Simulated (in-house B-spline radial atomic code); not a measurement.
# Cu4+: [Ar] 3d7

Method: non-relativistic TPSS, spin-polarised, spherical fractional occupations, point nucleus. Calculated with a radial B-spline atomic code at the basis-set limit.

Effective charges: Z_r = [3n² - l(l+1)]/(2<r>) from the radius, Z_e = n√(-2ε) from the energy, and Slater's rules. Values are occupation-weighted means over spin.

```json
{"shell": "1s", "electrons": "2", "ε (eV)": "-8833.7", "<r> (bohr)": "0.05287", "Z_r": "28.37", "Z_e": "25.48", "Slater": "28.70"}
{"shell": "2s", "electrons": "2", "ε (eV)": "-1115.5", "<r> (bohr)": "0.2384", "Z_r": "25.17", "Z_e": "18.11", "Slater": "24.85"}
{"shell": "2p", "electrons": "6", "ε (eV)": "-985.24", "<r> (bohr)": "0.2078", "Z_r": "24.06", "Z_e": "17.02", "Slater": "24.85"}
{"shell": "3s", "electrons": "2", "ε (eV)": "-181.08", "<r> (bohr)": "0.7082", "Z_r": "19.06", "Z_e": "10.94", "Slater": "17.75"}
{"shell": "3p", "electrons": "6", "ε (eV)": "-140.04", "<r> (bohr)": "0.73", "Z_r": "17.12", "Z_e": "9.62", "Slater": "17.75"}
{"shell": "3d", "electrons": "7", "ε (eV)": "-71.8", "<r> (bohr)": "0.8003", "Z_r": "13.12", "Z_e": "6.89", "Slater": "8.90"}
```

The least bound orbital is 3d down at -68.94 eV, and it is also the most diffuse (<r> = 0.8112 bohr).
